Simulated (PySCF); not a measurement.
## UHF on Rb³⁺ (rubidium, charge +3)

Configuration: [Ar] 3d10 4s2 4p4, high-spin 3P determinant. Computed with PySCF 2.14 in cc-pVDZ-X2C (6s5p3d, 36 functions), with the spin-free X2C one-electron Hamiltonian (Gaussian nucleus).

```
Total energy                                                  : -2976.535956 hartree
One-electron energy                                           : -4077.4876 hartree
Hartree (Coulomb) energy                                      : 1199.4810 hartree
Exchange energy                                               : -98.5293 hartree
⟨S²⟩                                                          : 2.0007
⟨L²⟩                                                          : 2.002
Sum of ⟨r⟩                                                    : 20.41 bohr
Sum of ⟨r²⟩                                                   : 24.27 bohr²
Traceless quadrupole moment −½Σ⟨3z² − r²⟩ along its main axis : -1.35 e·bohr²
Langevin diamagnetic susceptibility                           : -19.2 ×10⁻⁶ cm³/mol
Time after the integrals                                      : 0.14 s of wall time on 1 thread of Neoverse-N1 (shared host)
```

```
shell  electrons  mean orbital energy (eV)  spread (eV)  rms radius, mean of both spins (bohr)
 1s α          1                  -15332.2            0                                 0.0464
 1s β          1                  -15331.9            0                                 0.0464
 2s α          1                   -2151.9            0                                  0.192
 2s β          1                   -2151.6            0                                  0.192
 2p α          3                   -1907.6        0.304                                  0.171
 2p β          3                   -1907.2        0.138                                  0.171
 3s α          1                   -383.43            0                                  0.543
 3s β          1                   -382.79            0                                  0.543
 3p α          3                   -302.40        0.904                                  0.557
 3p β          3                   -301.56        0.011                                  0.557
 3d α          5                   -167.98        0.878                                  0.577
 3d β          5                   -167.48        0.508                                  0.577
 4s α          1                   -78.432            0                                   1.55
 4s β          1                   -71.483            0                                   1.55
 4p α          3                   -55.780        1.886                                   1.83
 4p β          1                   -52.747            0                                   1.83
```

Densities and radii are taken from the X2C orbitals without a picture-change correction, which distorts them close to the nucleus.
